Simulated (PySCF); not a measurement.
Lead: a sound run and one with changed settings

Sound run: Pb [Xe] 4f14 5d10 6s2 6p2, Pb⁺ [Xe] 4f14 5d10 6s2 6p1. All numbers are calculated (PySCF 2.14, scalar relativity through the core potential, in def2-TZVP with the def2 core potential (60 electrons)). In the sound run the correlated levels freeze 5s2 5p6 5d10 outside the core potential. The sound run starts from symmetry-adapted Hartree-Fock orbitals and uses a fine grid where one is needed.

Changed run: a valence shell is frozen. This setting is unsound on purpose.

```tsv
species	method	sound run (hartree)	changed run (hartree)	converged
Pb	MP2	-191.87227	-191.87227	yes
Pb	CCSD(T)	-191.88342	-191.88342	yes
Pb⁺	MP2	-191.62151	-191.62151	yes
Pb⁺	CCSD(T)	-191.63075	-191.63075	yes
```

Ionisation energy of Pb:

| method | sound run (eV) | changed run (eV) |
| --- | --- | --- |
| UHF | 6.569 | 6.569 |
| MP2 | 6.823 | 6.823 |
| SCS-MP2 | 6.762 | 6.762 |
| CCSD | 6.858 | 6.858 |
| CCSD(T) | 6.875 | 6.875 |

Here the setting changes nothing at the digits shown.

For comparison, NIST gives 7.417 eV between the lowest levels.
